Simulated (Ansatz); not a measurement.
One change: `[SiH3][SeH]` becomes `C[SeH]`.

Ansatz, PBE0-D4/def2-TZVP geometries, multiplicity 1. 

Scalar relativity is left out up to krypton.

```
                                      property  `[SiH3][SeH]`
           HOMO energy (B3LYP/def2-TZVPP) / eV          -6.86
            LUMO energy (PBE0/def2-TZVPP) / eV          -0.11
             LUMO energy (PBE/def2-TZVPP) / eV          -0.95
size of the dipole moment (PBE/def2-TZVPP) / D           0.79
         HOMO energy (ωB97M-V/def2-TZVPP) / eV          -9.26
          HOMO–LUMO gap (PBE0/def2-TZVPP) / eV           7.00
```

Problem. What does the change do to each property? (Best estimate.)

Solution. Ansatz gave: 
```tsv
property	`C[SeH]`	shift
HOMO energy (B3LYP/def2-TZVPP) / eV	-6.27	0.59
LUMO energy (PBE0/def2-TZVPP) / eV	0.13	0.24
LUMO energy (PBE/def2-TZVPP) / eV	-0.76	0.19
size of the dipole moment (PBE/def2-TZVPP) / D	1.39	0.60
HOMO energy (ωB97M-V/def2-TZVPP) / eV	-8.70	0.56
HOMO–LUMO gap (PBE0/def2-TZVPP) / eV	6.62	-0.38
```

With PBE0 the HOMO rises by 0.62 eV and the LUMO rises by 0.24 eV, so the gap narrows by about 0.38 eV. PBE moves the HOMO by 0.64 eV and ωB97M-V by 0.56 eV. Dipoles are sizes alone; their direction can turn.

B3LYP here is the variant with VWN-RPA as its local correlation; programs differ in this.

Spin–orbit coupling is left out; it splits and shifts lone-pair levels of the heavy atoms by tenths of an eV.
